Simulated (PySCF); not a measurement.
# Electron correlation in O⁻ (oxygen, charge -1)

[He] 2s2 2p5, 2P determinant. Calculation: PySCF 2.14, in aug-cc-pCVTZ-DK with one added diffuse shell each of s, p, d, f type (8s7p5d3f, 75 functions); scalar relativity by spin-free X2C-1e. Frozen: nothing; 9 electrons correlated.

| level | correlation energy (mhartree) |
| --- | --- |
| CCSD | -283.96 |
| (T) | -9.76 |
| CCSD(T) | -293.72 |

Diagnostics: T1 = 0.023, D1 = 0.0494, largest double amplitude 0.039.

Cost of the coupled-cluster step: about 15 core-seconds, for 9 correlated electrons.
